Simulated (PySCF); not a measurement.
Computed IR spectrum (relative IR intensity) of a molecule C₂H₉FOSi₂. Coordinates come from a PBE-D3(BJ)/def2-SVP optimisation. Other conformers were not sampled. Calculation: PBE-D3(BJ)/def2-SVP run with PySCF. Frequencies are harmonic and unscaled.

Lines under 2 % of the strongest are left out, and lines within 2 cm⁻¹ are merged.

ν (cm⁻¹): 140 (m), 160 (m), 191 (vw), 246 (m), 277 (vw), 353 (w), 494 (vw), 571 (w), 642 (w), 651 (vw), 720 (s), 778 (s), 793 (m), 817 (vw), 867 (vs), 885 (vs), 903 (m), 909 (w), 911 (m), 980 (m), 1022 (m), 1215 (w), 1237 (w), 1376 (vw), 2124 (s), 2163 (m), 2174 (s), 2181 (s), 2957 (vw), 3074 (vw), 3766 (m) (against the strongest line: vs over 80 %, s over 45 %, m over 15 %, w over 4 %, vw less)

### Question
Which molecule gave these data?
A. F[SiH2]CCO[SiH3]
B. C[Si@H](O)[C@H](F)[SiH3]
C. C[C@@](O)([SiH3])[SiH2]F
D. COC[Si@H](F)[SiH3]

### Answer
B, C[Si@H](O)[C@H](F)[SiH3]
